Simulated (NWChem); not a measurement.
System: germanium monoxide (GeO, singlet); SMILES [O]=[Ge]

Output (shortened):

```
             Northwest Computational Chemistry Package (NWChem) 7.3.0
             --------------------------------------------------------

 ORDER OF PRIMARY AXIS IS BEING SET TO 4
 C4V symmetry detected

                             Geometry "geometry" -> ""
                             -------------------------

 Output coordinates in angstroms (scale by  1.889725989 to convert to a.u.)

  No.       Tag          Charge          X              Y              Z
 ---- ---------------- ---------- -------------- -------------- --------------
    1 Ge                  32.0000     0.00000000     0.00000000     0.31514744
    2 O                    8.0000     0.00000000     0.00000000    -1.26058977

 Effective nuclear repulsion energy (a.u.)      85.9720612425

      Symmetry information
      --------------------

 Group name             C4v
 Group number             18
 Group order               8
 No. of unique centers     2

                                Z-matrix (autoz)
                                --------

 Units are Angstrom for bonds and degrees for angles

      Type          Name      I     J     K     L     M      Value
      ----------- --------  ----- ----- ----- ----- ----- ----------
    1 Stretch                  1     2                       1.57574

                           NWChem Geometry Optimization
                           ----------------------------

 maximum gradient threshold         (gmax) =   0.000450
 rms gradient threshold             (grms) =   0.000300
 maximum cartesian step threshold   (xmax) =   0.001800
 rms cartesian step threshold       (xrms) =   0.001200
 fixed trust radius                (trust) =   0.300000
 source of zmatrix                         =   autoz

          -------------------
          Energy Minimization
          -------------------

 Using diagonal initial Hessian
 Scaling for Hessian diagonals: bonds = 1.00  angles = 0.25  torsions = 0.10

          --------
          Step   0

                                 NWChem DFT Module
                                 -----------------

 Summary of "ao basis" -> "ao basis" (spherical)
 ------------------------------------------------------------------------------
       Tag                 Description            Shells   Functions and Types
 ---------------- ------------------------------  ------  ---------------------
 Ge                         def2-svp                12       32   5s4p3d
 O                          def2-svp                 6       14   3s2p1d

      Symmetry analysis of basis
      --------------------------

        a1         18
        a2          0
        b1          4
        b2          4
        e          20

            General Information
            -------------------
          SCF calculation type: DFT
          Wavefunction type:  closed shell.
          No. of atoms     :     2
          No. of electrons :    40
           Alpha electrons :    20
            Beta electrons :    20
          Charge           :     0
          Spin multiplicity:     1
          Use of symmetry is: on ; symmetry adaption is: on
          Maximum number of iterations: 150
          AO basis - number of functions:    46
                     number of shells:    18
          Convergence on energy requested:  1.00D-06
          Convergence on density requested:  1.00D-05
          Convergence on gradient requested:  5.00D-04

              XC Information
              --------------
                         PBE0 Method XC Functional
                     Hartree-Fock (Exact) Exchange  0.250
          PerdewBurkeErnzerhof Exchange Functional  0.750
            Perdew 1991 LDA Correlation Functional  1.000 local
           PerdewBurkeErnz. Correlation Functional  1.000 non-local

             Grid Information
             ----------------
          Grid used for XC integration:  medium
          Radial quadrature: Mura-Knowles
          Angular quadrature: Lebedev.
          Tag              B.-S. Rad. Rad. Pts. Rad. Cut. Ang. Pts.
          ---              ---------- --------- --------- ---------
          Ge                  1.25      112           6.0       590
          O                   0.60       49           7.0       434
          Grid pruning is: on
          Number of quadrature shells:   161
          Spatial weights used:  Erf1

      Superposition of Atomic Density Guess
      -------------------------------------

 Sum of atomic energies:       -2149.73464424

      Non-variational initial energy
      ------------------------------

 Total energy =   -2149.796782
 1-e energy   =   -3169.005529
 2-e energy   =     933.236686
 HOMO         =      -0.346309
 LUMO         =      -0.024839

      Symmetry analysis of molecular orbitals - initial
      -------------------------------------------------

 !! scf_movecs_sym_adapt:    8 vectors were symmetry contaminated

  Symmetry fudging

 !! scf_movecs_sym_adapt:    8 vectors were symmetry contaminated

  Numbering of irreducible representations:

     1 a1          2 a2          3 b1          4 b2          5 e

  Orbital symmetries:

     1 a1          2 a1          3 a1          4 e           5 e
     6 a1          7 a1          8 a1          9 e          10 e
    11 a1         12 e          13 e          14 b2         15 b1
    16 a1         17 a1         18 e          19 e          20 a1
    21 e          22 e          23 a1         24 a1         25 e
    26 e          27 a1         28 b1         29 b2         30 e

   convergence    iter        energy       DeltaE   RMS-Dens  Diis-err
 ---------------- ----- ----------------- --------- --------- ---------
 d= 0,ls=0.0,diis     1  -2151.3826302342 -2.24D+03  6.20D-02  1.21D+00
 d= 0,ls=0.0,diis     2  -2149.0477016618  2.33D+00  4.77D-02  1.66D+01
 d= 0,ls=0.0,diis     3  -2151.5551285148 -2.51D+00  2.24D-03  2.49D-02
 d= 0,ls=0.0,diis     4  -2151.5562439403 -1.12D-03  7.58D-04  7.66D-03
 d= 0,ls=0.0,diis     5  -2151.5565936412 -3.50D-04  2.37D-04  8.90D-04
  Resetting Diis
 d= 0,ls=0.0,diis     6  -2151.5566800648 -8.64D-05  1.40D-04  1.30D-04
 d= 0,ls=0.0,diis     7  -2151.5566957030 -1.56D-05  2.45D-05  4.90D-07
 d= 0,ls=0.0,diis     8  -2151.5566953365  3.66D-07  2.00D-05  3.92D-06
 d= 0,ls=0.0,diis     9  -2151.5566957531 -4.17D-07  9.68D-07  3.90D-09

         Total DFT energy =    -2151.556695753134
      One electron energy =    -3169.326494244999
           Coulomb energy =     1019.080972512582
    Exchange-Corr. energy =      -87.283235263245
 Nuclear repulsion energy =       85.972061242527

 Numeric. integr. density =       40.000002468592

                  Occupations of the irreducible representations
                  ----------------------------------------------

                     irrep           alpha         beta
                     --------     --------     --------
                     a1               10.0         10.0
                     a2                0.0          0.0
                     b1                1.0          1.0
                     b2                1.0          1.0
                     e                 8.0          8.0

                       DFT Final Molecular Orbital Analysis
                       ------------------------------------

 Vector   18  Occ=2.000000D+00  E=-3.335819D-01  Symmetry=e
              MO Center= -5.4D-16, -1.2D-15, -9.6D-01, r^2= 1.2D+00
   Bfn.  Coefficient  Atom+Function         Bfn.  Coefficient  Atom+Function
  ----- ------------  ---------------      ----- ------------  ---------------
    37      0.497091  2 O  py                40      0.349988  2 O  py
    36      0.244338  2 O  px                13      0.209033  1 Ge py
    16      0.176273  1 Ge py                39      0.172032  2 O  px
    10     -0.121015  1 Ge py                12      0.102747  1 Ge px
    15      0.086645  1 Ge px                19      0.066442  1 Ge d -1

 Vector   19  Occ=2.000000D+00  E=-3.335819D-01  Symmetry=e
              MO Center=  2.1D-15,  1.3D-16, -9.6D-01, r^2= 1.2D+00
   Bfn.  Coefficient  Atom+Function         Bfn.  Coefficient  Atom+Function
  ----- ------------  ---------------      ----- ------------  ---------------
    36      0.497091  2 O  px                39      0.349988  2 O  px
    37     -0.244338  2 O  py                12      0.209033  1 Ge px
    15      0.176273  1 Ge px                40     -0.172032  2 O  py
     9     -0.121015  1 Ge px                13     -0.102747  1 Ge py
    16     -0.086645  1 Ge py                21     -0.066442  1 Ge d  1

 Vector   20  Occ=2.000000D+00  E=-3.105147D-01  Symmetry=a1
              MO Center= -7.4D-16,  2.2D-16, -1.5D-01, r^2= 2.4D+00
   Bfn.  Coefficient  Atom+Function         Bfn.  Coefficient  Atom+Function
  ----- ------------  ---------------      ----- ------------  ---------------
    38      0.468418  2 O  pz                14     -0.354747  1 Ge pz
     5     -0.349228  1 Ge s                 41      0.309158  2 O  pz
     4     -0.302579  1 Ge s                 11      0.207628  1 Ge pz
     3      0.191192  1 Ge s                 17     -0.148515  1 Ge pz
    35     -0.084456  2 O  s                 20     -0.083426  1 Ge d  0

 Vector   21  Occ=0.000000D+00  E=-6.292093D-02  Symmetry=e
              MO Center=  7.4D-16, -5.1D-16,  2.0D-01, r^2= 2.8D+00
   Bfn.  Coefficient  Atom+Function         Bfn.  Coefficient  Atom+Function
  ----- ------------  ---------------      ----- ------------  ---------------
    15      0.670953  1 Ge px                12      0.415581  1 Ge px
    36     -0.318776  2 O  px                39     -0.314544  2 O  px
     9     -0.226840  1 Ge px                31     -0.083230  1 Ge d  1
     6      0.073238  1 Ge px                21      0.055820  1 Ge d  1

 Vector   22  Occ=0.000000D+00  E=-6.292093D-02  Symmetry=e
              MO Center=  1.1D-15, -3.7D-16,  2.0D-01, r^2= 2.8D+00
   Bfn.  Coefficient  Atom+Function         Bfn.  Coefficient  Atom+Function
  ----- ------------  ---------------      ----- ------------  ---------------
    16      0.670953  1 Ge py                13      0.415581  1 Ge py
    37     -0.318776  2 O  py                40     -0.314544  2 O  py
    10     -0.226840  1 Ge py                29      0.083230  1 Ge d -1
     7      0.073238  1 Ge py                19     -0.055820  1 Ge d -1

[...]

      ----------------------
      Optimization converged
      ----------------------

  Step       Energy      Delta E   Gmax     Grms     Xrms     Xmax
  ---- ---------------- -------- -------- -------- -------- --------
@    3   -2151.55906333 -7.9D-08  0.00000  0.00000  0.00001  0.00001
                                     ok       ok       ok       ok

                                Z-matrix (autoz)
                                --------

 Units are Angstrom for bonds and degrees for angles

      Type          Name      I     J     K     L     M      Value     Gradient
      ----------- --------  ----- ----- ----- ----- ----- ---------- ----------
    1 Stretch                  1     2                       1.62356   -0.00000

                         Geometry "geometry" -> "geometry"
                         ---------------------------------

 Output coordinates in angstroms (scale by  1.889725989 to convert to a.u.)

  No.       Tag          Charge          X              Y              Z
 ---- ---------------- ---------- -------------- -------------- --------------
    1 Ge                  32.0000     0.00000000     0.00000000     0.33905742
    2 O                    8.0000     0.00000000     0.00000000    -1.28449975

 Effective nuclear repulsion energy (a.u.)      83.4398555520

      Symmetry information
      --------------------

 Group name             C4v
 Group number             18
 Group order               8
 No. of unique centers     2

                Final and change from initial internal coordinates
                --------------------------------------------------

                                Z-matrix (autoz)
                                --------

 Units are Angstrom for bonds and degrees for angles

      Type          Name      I     J     K     L     M      Value       Change
      ----------- --------  ----- ----- ----- ----- ----- ---------- ----------
    1 Stretch                  1     2                       1.62356    0.04782

 ==============================================================================
                                internuclear distances
 ------------------------------------------------------------------------------
       center one      |      center two      | atomic units |  angstroms
 ------------------------------------------------------------------------------
    2 O                |   1 Ge               |     3.06808  |     1.62356
 ------------------------------------------------------------------------------
                         number of included internuclear distances:          1
 ==============================================================================

[second-derivative integrals and response iterations left out]

  Vibrational analysis via the FX method

  See chapter 2 in "Molecular Vibrations" by Wilson, Decius and Cross

  Vib: Default input used

 ---------------------------- Atom information ----------------------------
     atom    #        X              Y              Z            mass
 --------------------------------------------------------------------------
    Ge       1  0.0000000D+00  0.0000000D+00  6.4072562D-01  7.3921900D+01
    O        2  0.0000000D+00  0.0000000D+00 -2.4273526D+00  1.5994910D+01
 --------------------------------------------------------------------------

[unprojected Hessian and modes left out]

        Vibrational analysis via the FX method
  --- with translations and rotations projected out ---
  --- via the Eckart algorithm                      ---
 Dependent rotation vector no.                    3
  found in ECKART; assuming linear geometry
 Projected Nuclear Hessian trans-rot subspace norm:3.0815D-33
                         (should be close to zero!)

[projected Hessian left out]

 Rotational Constants
 --------------------
 A=   0.000000 cm-1  (  0.000000 K)
 B=   0.486352 cm-1  (  0.699737 K)
 C=   0.486352 cm-1  (  0.699737 K)

 Temperature                      =   298.15K
 frequency scaling parameter      =   1.0000

 Linear Molecule

 Zero-Point correction to Energy  =    1.478 kcal/mol  (  0.002355 au)
 Thermal correction to Energy     =    2.978 kcal/mol  (  0.004746 au)
 Thermal correction to Enthalpy   =    3.571 kcal/mol  (  0.005690 au)

 Total Entropy                    =   53.478 cal/mol-K
   - Translational                =   39.384 cal/mol-K (mol. weight =  89.9168)
   - Rotational                   =   14.013 cal/mol-K (symmetry #  =        1)
   - Vibrational                  =    0.081 cal/mol-K

 Cv (constant volume heat capacity) =    5.307 cal/mol-K
   - Translational                  =    2.979 cal/mol-K
   - Rotational                     =    1.986 cal/mol-K
   - Vibrational                    =    0.341 cal/mol-K

[normal modes left out]

 ----------------------------------------------------------------------------
 Normal Eigenvalue ||           Projected Infra Red Intensities
  Mode   [cm**-1]  || [atomic units] [(debye/angs)**2] [(KM/mol)] [arbitrary]
 ------ ---------- || -------------- ----------------- ---------- -----------
    1       -0.000 ||    0.000000           0.000         0.000       0.000
    2        0.000 ||    0.002049           0.047         1.998       1.785
    3        0.000 ||    0.002049           0.047         1.998       1.785
    4        0.000 ||    0.009471           0.218         9.232       8.249
    5        0.000 ||    0.009471           0.218         9.232       8.249
    6     1034.083 ||    0.045847           1.058        44.694      39.933
 ----------------------------------------------------------------------------
```

Level: PBE0/def2-SVP. Low-valent species are run as closed-shell singlets; no triplet was tried in these runs.

**Question.** Which NWChem input produces such a log?

**Answer.** One answer among several that fit: the input that was run:
```
start job
memory heap 200 mb stack 900 mb global 1100 mb
geometry units angstroms
  Ge     0.284325    -0.006535     0.003394
  O     -1.290884     0.029670    -0.015409
end
basis spherical
  * library def2-svp
end
dft
  xc pbe0
  iterations 150
end
driver
  maxiter 120
end
task dft optimize
task dft freq
```
